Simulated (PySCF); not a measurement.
# C6H11FOSi: full NMR table

* Formula: C6H11FOSi
* SMILES: CC(C)/C=C(\[SiH3])C(=O)F
* Point group of the computed structure: C1
* Degrees of unsaturation: 2
* Carbon signals: 5
* Proton signals: 4

Atoms are numbered as in `[CH3:1][CH:2]([CH3:3])/[CH:4]=[C:5](\[SiH3:6])[C:7](=[O:8])[F:9]` (H(Xn): hydrogen on atom n).

In vacuum, relativity neglected, one computed conformer, averaged over atoms made equivalent by symmetry, fast rotation or ring inversion. Geometry: GFN2-xTB; GIAO PBE0/pcSseg-1 shieldings; PySCF 2.14.0 with density-fitted response routines.

δ = σ(ref) − σ, references computed at the same level: TMS for 1H (σ = 31.72 ppm) and 13C (σ = 186.93 ppm) and 29Si (σ = 349.16 ppm); CFCl3 for 19F (σ = 170.95 ppm); H2O for 17O (σ = 336.08 ppm).

| carbon | δC, type | δH (multiplicity) | HMBC from (2–3 bonds) | span of the C tensor (ppm) |
| --- | --- | --- | --- | --- |
| C1/C3 | 23.5, CH3 | 1.13 (d) | H(C4), H(C2), H(C1)/H(C3) | 35 |
| C2 | 38.4, CH | 2.80 (m) | H(C4), H(C1)/H(C3) | 21 |
| C4 | 185.9, CH | 7.81 (m) | H(Si6), H(C2), H(C1)/H(C3) | 264 |
| C5 | 123.4, C | – | H(C4), H(Si6), H(C2) | 164 |
| C7 | 167.5, C | – | H(C4), H(Si6) | 199 |

Other nuclei:
| atoms | nucleus | environment | δ (ppm) | σ (ppm) |
| --- | --- | --- | --- | --- |
| H(Si6) | 1H | hydrogen on a silicon bonded to C | 4.26 | 27.45 |
| F9 | 19F | fluorine bonded to C | 15.3 | 155.7 |
| Si6 | 29Si | silicon bonded to C, 3 H | -85.8 | 435.0 |
| O8 | 17O | carbonyl oxygen | 453.2 | -117.1 |

Carbon types of the structure: 2 × C, 2 × CH, 2 × CH3, leaving 3 H on heteroatoms. δC 185.9: β carbon of a C=C–C=O unit; conjugation with the carbonyl draws π density from the β position. δC 167.5: carbonyl carbon. δC 123.4: α carbon of a C=C–C=O unit; the olefinic region. δC 38.4: allylic sp3 CH; aliphatic region, no heteroatom directly attached. δH 2.80: hydrogen on an allylic sp3 CH; allylic position.

Splittings by 19F in the carbon and heteronuclear signals aren't shown, as no couplings were computed. Shifts are as computed. Against solution values, carbons near 30 ppm lie about +3 ppm off and those near 130 ppm about +5 ppm. Of 1211 compounds with measured shifts, 218 miss one by over three times the rms of a fit or turn the order of signals round; such compounds aren't used in these exercises. Unscaled 19F shifts against computed CFCl3 carry errors that often reach 10 to 50 ppm. Unscaled 17O shifts of doubly bonded oxygen tend to come out too high, by tens of ppm or more. Experimental scales use liquid or dissolved standards, which lie at an offset from isolated H2O (liquid H2O: subtract about 36 ppm). Multiplicities follow the n + 1 count of equivalent neighbours, as no J values were calculated; m marks all less simple cases, F and P coupling included.
